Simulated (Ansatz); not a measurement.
`B[SiH](F)C=C`, relaxed with RKS PBE0-D4/def2-TZVP in the Gaussian-basis code of Ansatz from a PBE-D4/def2-SVP geometry. The force threshold is 0.005 eV/Å; the program also tests the step.

Charge 0, multiplicity 1.

Start:

```xyz
11

B     0.034    1.561    1.422
Si   -0.920    0.470    0.041
F    -0.940    1.202   -1.439
C     0.114   -1.091   -0.140
C     0.858   -1.325   -1.241
H     0.015    1.204    2.587
H     0.725    2.520    1.133
H    -2.349    0.137    0.390
H     0.129   -1.826    0.687
H     1.458   -2.244   -1.360
H     0.877   -0.608   -2.080
```

By how much does the energy fall, and how many steps does the optimiser take? (An estimate is asked.)

Computed: 7.58 kJ/mol, in 14 steps, 1 of them rejected.

Which bonds change most? (Best estimate.)

The calculation gave: Si2–F3 from 1.652 to 1.609 Å; Si2–C4 from 1.880 to 1.857 Å; B1–H6 from 1.219 to 1.197 Å; B1–H7 from 1.216 to 1.195 Å.

Give the relaxed structure. (Best estimate.)

Computed: 
```xyz
11

B     0.012    1.597    1.458
Si   -0.830    0.480    0.025
F    -0.842    1.214   -1.406
C     0.145   -1.090   -0.166
C     0.817   -1.388   -1.275
H     0.048    1.168    2.575
H     0.513    2.663    1.259
H    -2.249    0.175    0.368
H     0.184   -1.784    0.673
H     1.392   -2.305   -1.372
H     0.812   -0.729   -2.138
```
